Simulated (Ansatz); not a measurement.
Species: methylaminoboronic acid, CH$_{6}$BNO$_{2}$, charge 0, multiplicity 1. 
Geometry from a B3LYP-D3(BJ)/def2-TZVP (Ansatz, a program for electronic structure) optimisation:
SMILES: OB(NC)O
```xyz
11

C      1.8389     0.7209     0.1206
N      0.7835    -0.2076     0.4795
B     -0.5420    -0.2111    -0.0376
O     -1.4826    -1.1421     0.3431
O     -0.9883     0.7192    -0.9466
H      2.5563     0.8204     0.9364
H      2.3904     0.4209    -0.7780
H      1.4271     1.7180    -0.0527
H      1.0872    -0.9676     1.0641
H     -1.1868    -1.7562     1.0181
H     -0.3154     1.3310    -1.2519
```

Basis-set convergence of Hartree-Fock and CCSD(T) correlation energies (hartree) with Ansatz. Cores are frozen in the correlated levels unless marked. Spin-orbit coupling is left out. No relativistic terms.

```tsv
basis	functions	E(HF)	E(corr, CCSD(T))
cc-pVDZ	100	-270.38267	-0.82543
cc-pVTZ	234	-270.47358	-1.02915
cc-pVQZ	455	-270.49454	-1.09471
```

Extrapolating the two largest sets (X = 3 and 4) as X^-3: E(corr) = (64·(-1.09471) - 27·(-1.02915))/37 = -1.1426 Eh, an estimate of the basis-set limit. The largest set recovers 95.8 % of it, the smallest 72.2 %.
